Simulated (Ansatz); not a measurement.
NaSi+, multiplicity 3 (lowest of 2S+1 = 1, 3, 5 at CCSD(T)/def2-TZVPP on PBE0 minima; our sources give no spin for the ground state, which may be another), most abundant isotopes (22.9898 and 27.9769 u). Constants from fifth-degree fits in 1/R to seven points on the lowest solution found; no spin–orbit coupling, no relativity up to Kr; ω_e x_e and α_e move by some per cent with the fit.

Correlated levels freeze the inner cores; with def2 sets outer-core shells near the valence are correlated too.

The values were computed with Ansatz (a first-principles code). Each number belongs to the level named beside it.

| level | r_e (Å) | ω_e (cm⁻¹) | ω_e x_e (cm⁻¹) | α_e (cm⁻¹) |
|---|---|---|---|---|
| PBE/def2-TZVPP | 3.1593 | 141.5 | 1.25 | 0.00168 |
| CCSD(T)/def2-QZVPP | 3.1455 | 146.9 | 0.960 | 0.00147 |

Derive the rotational constants, the centrifugal constant, the fundamental, the zero-point energy and the force constant.


μ = 12.61967 u.
- PBE/def2-TZVPP: B_e = 16.8576/(μ r_e²) = 0.13384 cm⁻¹; B₀ = B_e − α_e/2 = 0.13299 cm⁻¹; D = 4B_e³/ω_e² = 4.79e-07 cm⁻¹; fundamental ω_e − 2ω_e x_e = 139 cm⁻¹; zero-point energy ω_e/2 − ω_e x_e/4 = 70 cm⁻¹; k = μ(2πcω_e)² = 14.9 N/m
- CCSD(T)/def2-QZVPP: B_e = 16.8576/(μ r_e²) = 0.13501 cm⁻¹; B₀ = B_e − α_e/2 = 0.13428 cm⁻¹; D = 4B_e³/ω_e² = 4.56e-07 cm⁻¹; fundamental ω_e − 2ω_e x_e = 145 cm⁻¹; zero-point energy ω_e/2 − ω_e x_e/4 = 73 cm⁻¹; k = μ(2πcω_e)² = 16.0 N/m
